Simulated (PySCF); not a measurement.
**Ni⁺: ionisation energy**

Ni⁺ [Ar] 3d9 (2D) → Ni²⁺ [Ar] 3d8 (3F), as a difference of total energies. All numbers are calculated (PySCF 2.14, the non-relativistic Hamiltonian (point nucleus), in def2-SVP). Correlated levels: valence: [Ar] frozen. The calculations carry no spin-orbit coupling.

| method | ionisation energy (eV) | difference from reference (eV) |
| --- | --- | --- |
| UHF | 14.593 | -3.576 |
| M06-2X | 17.512 | -0.657 |
| B3LYP | 17.685 | -0.484 |
| MP2 (valence) | 16.927 | -1.242 |
| SCS-MP2 (valence) | 16.684 | -1.485 |

Reference: 18.169 eV (measured; NIST Atomic Spectra Database, ionization energies).

These non-relativistic numbers lack the scalar-relativistic shift.

The reference lies between the lowest fine-structure levels, while these numbers refer to the centres of the terms.

Errors of the correlated levels include the incompleteness of this basis and the frozen core.
